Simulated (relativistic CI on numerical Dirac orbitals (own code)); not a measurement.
**What each ingredient does to the levels of Ho XX**

Base calculation: Dirac-Coulomb-Breit CI, KLI orbitals optimised for each configuration, model QED (radiative potential, 1s self-energy scaled to tabulated hydrogen-like ionisation energies), unscaled Slater integrals.

Configuration list (outside the closed core [Ar] 3d10): 4s2 4p6 4d10 4f2, 4s2 4p6 4d10 4f 5s, 4s2 4p6 4d10 5s2, 4s2 4p6 4d10 4f 5p, 4s2 4p6 4d10 5s 5p, 4s2 4p6 4d9 4f3, 4s2 4p6 4d10 5p2, 4s2 4p6 4d10 5s 5d, 4s2 4p6 4d10 4f 5d, 4s2 4p6 4d10 5p 5d, 4s2 4p5 4d10 4f3, 4s2 4p6 4d10 4f 5f, 4s2 4p6 4d9 4f2 5s, 4s2 4p6 4d10 5d2, 4s2 4p6 4d10 4f 6s, 4s2 4p6 4d10 4f 6p, 4s2 4p6 4d10 4f 5g, 4s2 4p6 4d9 4f2 5p, 4s 4p6 4d10 4f3, 4s2 4p6 4d10 4f 6d, 4s2 4p6 4d10 4f 7s, 4s2 4p6 4d10 4f 6g, 4s2 4p5 4d10 4f2 5s, 4s2 4p6 4d9 4f2 5f, 4s 4p6 4d10 4f 5s2, 4s2 4p6 4d9 4f2 6p, 4s 4p6 4d10 4f 5p2, 4s 4p6 4d10 4f 5s 5d. Double excitations out of closed p, d and f shells are left out; levels of such configurations are missing from the list, as are those of other unlisted configurations, and high levels can miss mixing partners.

Variants: (1) valence Slater integrals scaled by 0.9; (2) Breit term removed; (3) non-relativistic limit. Shifts of the energy above 4s2 4p6 4d10 4f2 3H_4, in cm⁻¹, for the lowest level and the first level of each name with at least 55 % of one term (blank where a level changes its place among those of its configuration and J or its character, or is not in the variant):

```tsv
Level	Base	Δ(1)	Δ(2)	Δ(3)
4s2 4p6 4d10 4f2 3H_4	0	0	0	0
4s2 4p6 4d10 4f2 3H_5	10768	+95	+788	-10768
4s2 4p6 4d10 4f2 3F_2	13643	-1012	-87	-3344
4s2 4p6 4d10 4f2 3H_6	20944	+18	+1552	-20944
4s2 4p6 4d10 4f2 3F_3	21215	-845	+542	-10916
4s2 4p6 4d10 4f2 1D_2	48231	-3438	+450	-10949
4s2 4p6 4d10 4f2 3P_0	56013	-4709	-75	-6894
4s2 4p6 4d10 4f2 1I_6	59039	-4315	+1215	-12226
4s2 4p6 4d10 4f2 3P_1	59936	-4490	+237	-10817
4s2 4p6 4d10 4f2 3P_2	66920	-4228	+1079	-17801
4s2 4p6 4d10 4f2 1S_0	131021	-11179	+420	-13491
4s2 4p6 4d10 4f 5s 3F°_2	346440	+753	-2487	+198607
4s2 4p6 4d10 4f 5s 3F°_3	348906	+584	-2392	+196141
4s2 4p6 4d10 4f 5s 3F°_4	359526	+745	-1618	+185520
4s2 4p6 4d10 4f 5s 1F°_3	365430	+87	-1696	+186594
4s2 4p6 4d10 4f 5p 3G_3	614758	-628	-3658	
4s2 4p6 4d10 4f 5p 3F_2	619355	-922	-3694	+161672
4s2 4p6 4d10 4f 5p 3D_1	735905	-2009	-2483	+67554
4s2 4p6 4d10 4f 5p 3G_5	740640	-1214	-1550	+54750
4s2 4p6 4d10 4f 5p 1G_4	740780	-1869	-1923	+67422
4s2 4p6 4d10 4f 5p 1D_2	753665	-2487	-1645	+58718
4s2 4p6 4d10 5s2 1S_0	762625	-444	-5042	+399756
```

At this charge transitions that keep the count of f electrons are usually good to a few per cent. Terms inside the open d or f shell come out 10 to 20 % too wide with unscaled integrals. Levels that differ in their count of f electrons can be misplaced by several ten thousand cm⁻¹, since the correlation energy of f electrons is missing or only estimated; rates across such gaps can be off by orders of magnitude.

Ionisation energy from one configuration of each of the two ions, the ground ones as tabulated or assumed: base 474.583 eV; valence Slater integrals scaled by 0.9 474.356 eV. The NIST ASD value (theoretical) is 475 ± 24 eV.

LS names give the leading component of a level, which can be under half, so a name can repeat, a term be missing and a line seem to break the LS rules.
